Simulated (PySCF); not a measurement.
# How the method changes the shape and vibrations of B2Cl2H2

Calculated results; nothing here was measured. The program is PySCF 2.14.0, an open-source quantum chemistry code, run on an isolated molecule that a program drew, which may never have been made. The molecule is B2Cl2H2 (charge 0, singlet), drawn as the SMILES string `ClBBCl`.

The geometry was optimised and harmonic frequencies were computed with HF and MP2, all in the cc-pV(D+d)Z basis, for the commonest isotopes, with a restricted reference for singlets and an unrestricted one otherwise, and a frozen core in MP2. Each result is a local minimum of its method.

Geometry at the HF minimum:
```xyz
6
B2Cl2H2, angstrom
Cl   -0.7040    0.6268   -0.4692
B     0.8087    1.4701   -0.8185
B     1.2497    1.7388   -2.4402
Cl    2.2987    0.5696   -3.2490
H     1.4535    1.8202    0.1243
H     0.9029    2.6807   -3.0881
```

Lengths of the bonds as drawn, in Å (atoms numbered as above):
```
bond,HF,MP2
Cl1-B2,1.767,1.756
B2-B3,1.702,1.701
B3-Cl4,1.767,1.756
B2-H5,1.195,1.205
B3-H6,1.195,1.205
```

Rotational constants, in GHz:
```
constant     HF    MP2
       A  15.93  15.45
       B  1.607  1.656
       C  1.536  1.576
```

Harmonic frequencies in cm^-1, each column in rising order, so a row needn't be the same motion in every method:
```
rank    HF   MP2
   1    76    71
   2   202   184
   3   243   225
   4   640   640
   5   784     ?
   6   863   842
   7   869   864
   8   951   928
   9  1097  1058
  10  1232  1196
  11  2748  2674
  12  2758  2683
```

**Estimate the missing MP2 frequency from the HF column.**

A single factor s that minimises the squared misfit of MP2 against s times HF over the other rows is sum(HF x MP2) / sum(HF^2) = 0.9736, with an rms misfit of 10 cm^-1. For rank 5 it gives 0.9736 x 784 = 763 cm^-1. The calculation gives 771 cm^-1, 8 cm^-1 above the estimate. The drawn bonds are on average 0.1 % longer in MP2 than in HF.
